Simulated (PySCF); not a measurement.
# TlI3: one run

TlI3 (singlet). PySCF 2.14.0, RKS CAM-B3LYP, Tl def2-SVP with ECP60, I def2-SVP with ECP28; non-relativistic Hamiltonian with scalar-relativistic core potentials where named; density fitting; no spin-orbit coupling. Purpose: singlet excitations, Tamm-Dancoff CAM-B3LYP.

```python
mol = gto.M(atom='''
Tl     0.00000     0.00000    -0.09491
I      2.73585     0.00003    -0.09349
I     -1.36795     2.36930    -0.09349
I     -1.36790    -2.36933    -0.09349''',
    basis={'Tl': 'def2-SVP', 'I': 'def2-SVP'},
    ecp={'Tl': 'def2-SVP', 'I': 'def2-SVP'},
    charge=0, spin=0)
mf = dft.RKS(mol, xc='CAMB3LYP')
mf.grids.atom_grid = (50, 194)
mf = mf.density_fit()  # fitting sets: Tl def2-universal-JKFIT, I def2-universal-JKFIT
mf.conv_tol = 1e-08; mf.max_cycle = 55
mf.kernel(dm0)  # dm0: converged density of the relaxed state
td = mf.TDA(); td.nstates = 8; td.kernel()
```

Run from Python with OMP_NUM_THREADS=2; the lines above give its settings. Where DIIS fails, smearing, a level shift and second-order steps follow.
It took 42 s on 2 threads of Arm Neoverse V1, on a shared host, from an already converged density.

Where do the frontier levels lie, over both spins?

HOMO -9.02 eV, LUMO -3.21 eV. 

What are the Mulliken charges and spins?


| atom | charge (e) | spin (e) |
| --- | --- | --- |
| Tl1 | 0.394 | 0.000 |
| I2 | -0.131 | 0.000 |
| I3 | -0.131 | 0.000 |
| I4 | -0.131 | 0.000 |

Which singlet excitations follow (Tamm-Dancoff, 8 states)?


```json
{"state": "1", "eV": "2.94", "oscillator strength": "0.0000"}
{"state": "2", "eV": "3.06", "oscillator strength": "0.0000"}
{"state": "3", "eV": "3.06", "oscillator strength": "0.0000"}
{"state": "4", "eV": "3.15", "oscillator strength": "0.0427"}
{"state": "5", "eV": "3.15", "oscillator strength": "0.0428"}
{"state": "6", "eV": "3.51", "oscillator strength": "0.0065"}
{"state": "7", "eV": "4.77", "oscillator strength": "0.1410"}
{"state": "8", "eV": "4.77", "oscillator strength": "0.1412"}
```

The geometry was relaxed with r2SCAN (Tl def2-SVP with ECP60, I def2-SVP with ECP28).
